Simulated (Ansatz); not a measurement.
Geometry optimisation, RKS PBE0/def2-SVP in Ansatz.

The input (input.yaml):

```yaml
crystal:
  periodic: [false, false, false]
  atoms:
    - { symbol: Al, position_ang: [0.0, 0.0, 0.0] }
    - { symbol: H, position_ang: [0.0, 0.0, 1.91] }
    - { symbol: O, position_ang: [1.5415, 0.0, -0.89] }
    - { symbol: H, position_ang: [1.8414, -0.9519, -1.0449] }
    - { symbol: Cl, position_ang: [-1.9312, 0.0, -1.115] }
    - { symbol: F, position_ang: [-0.2489, 1.872, 0.6275] }
    - { symbol: H, position_ang: [-0.1335, 1.004, 1.7645] }
basis:
  gaussian: { orbitals: def2-SVP }
hamiltonian:
  xc: pbe0
relax:
  f_tol: 0.15
  max_steps: 25
  restrain:
    - { distance: [0, 5], at: 1.69, k: 30.0 }
    - { distance: [6, 1], at: 0.66, k: 30.0 }
    - { distance: [0, 1], at: 2.76, k: 30.0 }
    - { distance: [6, 5], at: 2.12, k: 30.0 }
```

Command:

```bash
$ ansatz run input.yaml --threads 1 --pin off --max-ram 2048MiB --backend cpu --events-out ev --progress --plain --runs-dir out
```

Q: Where does it end, and by what steps?

A: The run converged. The restraints hold the end off the free minimum. After 8 steps the energy has fallen by 2.225 eV (the restraints' own energy left out); Al1 moved furthest, 0.69 Å. Joined: H2–H7 (1.02 → 0.72 Å).

```tsv
step	energy less start (eV)	largest force component (eV/Å)	accepted
0	0.0000	4.204	yes
1	-0.8175	4.918	yes
2	-1.5448	3.546	yes
3	-1.9910	2.347	yes
4	-2.1341	1.848	yes
5	-2.1884	1.385	yes
6	-2.1816	1.611	yes
7	-2.2220	1.525	yes
8	-2.2252	1.654	yes
```

```xyz
7
Properties=species:S:1:pos:R:3
Al -0.008 0.548 -0.417
H -0.111 0.025 2.287
O 1.512 -0.102 -0.748
H 1.664 -0.937 -1.192
Cl -1.792 -0.329 -1.041
F -0.080 2.031 0.356
H -0.117 0.689 2.006
```

Time of the run: 25 s on 1 thread of Arm Neoverse V2, on a shared host, peak memory 0.15 GiB.
